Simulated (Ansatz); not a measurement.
Reaction (ligand exchange at the Si–O bond): `CO[SiH](N)O[SiH3]` + HCl → `N[SiH](Cl)O[SiH3]` + CH₃OH

Program: Ansatz. Geometries: PBE0-D4/def2-TZVP. ΔE: electronic, gas phase. CCSD(T)/CBS is the MP2 limit (def2-TZVPP, def2-QZVPP) plus CCSD(T) − MP2 in def2-TZVPP, frozen cores. This one scheme is used for every species. DFT in def2-TZVPP. B3LYP here is the variant with VWN-RPA as its local correlation; programs differ in this. Each species was taken in one conformer, which may not be the lowest.

```json
{"level": "PBE-D4", "ΔE (kJ/mol)": "-1.2"}
{"level": "ωB97M-V", "ΔE (kJ/mol)": "5.3"}
{"level": "PBE0", "ΔE (kJ/mol)": "-2.5"}
{"level": "B3LYP", "ΔE (kJ/mol)": "4.6"}
{"level": "HF/def2-TZVPP", "ΔE (kJ/mol)": "7.9"}
{"level": "CCSD/def2-TZVPP", "ΔE (kJ/mol)": "11.3"}
{"level": "HF/def2-QZVPP", "ΔE (kJ/mol)": "8.8"}
{"level": "MP2/def2-QZVPP", "ΔE (kJ/mol)": "4.8"}
```

(1) What does CCSD(T)/CBS give? (Estimate.)

Largest T1 diagnostic among the species: 0.011.

Results:

(1) Ansatz gave: +6.4 kJ/mol. The listed levels differ from it by -7.6, -1.1, -8.9, -1.8, 1.5, 4.9, 2.4, -1.6 kJ/mol.

The D4 term adds +3.4 kJ/mol with B3LYP and +2.4 kJ/mol with PBE0; it sums over pairs of atoms, weighted by their polarisabilities, and B3LYP, whose exchange is more repulsive, gets the larger term.
